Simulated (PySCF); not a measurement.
Ionisation energy of Os²⁺ by level of theory

Os²⁺ [Xe] 4f14 5d6 [5d3/2^4 5d5/2^2, M_J = 4] → Os³⁺ [Xe] 4f14 5d5 [5d3/2^4 5d5/2^1, M_J = 5/2], as a difference of total energies. All numbers are calculated (PySCF 2.14, the two-component X2C-1e Hamiltonian, in x2c-QZVPPall-2c (16s16p12d7f2g, 191 functions)). "Screened" scales the spin-orbit matrix elements by Boettger's factors to mimic the two-electron term; Breit and QED terms are absent.

```csv
method,ionisation energy (eV)
GHF (spin-free),24.912
GHF (screened spin-orbit),25.236
```

The spin-free rows relax to the high-spin LS determinant and lack the spin-orbit shift.

The labels give the starting determinants; with spin-orbit coupling the two ends relaxed to ⟨J²⟩ = 20.07, ⟨L²⟩ = 6.66, ⟨S²⟩ = 5.85 and ⟨J²⟩ = 8.76, ⟨L²⟩ = 0.29, ⟨S²⟩ = 8.54.

For comparison: 25 ± 1.6 eV (theoretical estimate listed by NIST; NIST Atomic Spectra Database, ionization energies).
